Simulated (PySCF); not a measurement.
C3H8OSi, SMILES CC(=O)C[SiH3], singlet at its GFN2-xTB optimised geometry (Å):

```
13

C      2.0942    -1.0937     1.3669
C      1.4595    -0.9923     0.0000
O      2.1124    -0.8881    -1.0115
C     -0.0306    -0.9923     0.0000
Si    -0.6498     0.8213     0.0000
H      1.6293    -0.3855     2.0486
H      3.1621    -0.9023     1.3020
H      1.9384    -2.0969     1.7600
H     -0.4260    -1.5229     0.8637
H     -0.3943    -1.4673    -0.9101
H     -2.1124     0.7742    -0.0321
H     -0.1180     1.5229    -1.1622
H     -0.2048     1.4646     1.2399
```

Level of theory: PySCF with PBE0/def2-TZVP. Cells within 0.4 Å of a nucleus heavier than hydrogen are left out (blank, or x).

Map of the log10 of the electron density (e/bohr³), floored at −4 on the plane z = 0.0 Å:

```
|00000000000000000000000000000|
|00000000000000000000000000000|
|00000000000000000000000000000|
|00000000000000000000000000000|
|00000000000111110000000000000|
|00000000112223222100000000000|
|00000012233344433210000000000|
|00001223444555544320000000000|
|00012344555666654321000000000|
|00013456666777765431000000000|
|00123567877898765432100000000|
|00124578988xxx765432221100000|
|00124579988xxx765443332210000|
|00124567887898776555544321000|
|00023456677788877666665432100|
|00012345566788888888776543210|
|00001233456789x999xx886543210|
|0000011234678xxx99xx987654210|
|00000001345789x999xx886543210|
|00000001245678888888876543210|
|00000000234667776666665432100|
|00000000123456655555544321000|
|00000000012344444333332210000|
|00000000001223322222221000000|
|00000000000111111000000000000|
|00000000000000000000000000000|
|00000000000000000000000000000|
|00000000000000000000000000000|
|00000000000000000000000000000|
```
Scale: ten equal steps from -4.00 (start of '0') to -0.378 (end of '9'), in the order '0123456789'; x runs from -4.50 to 4.50, y from -4.50 (bottom) to 4.50 (top).
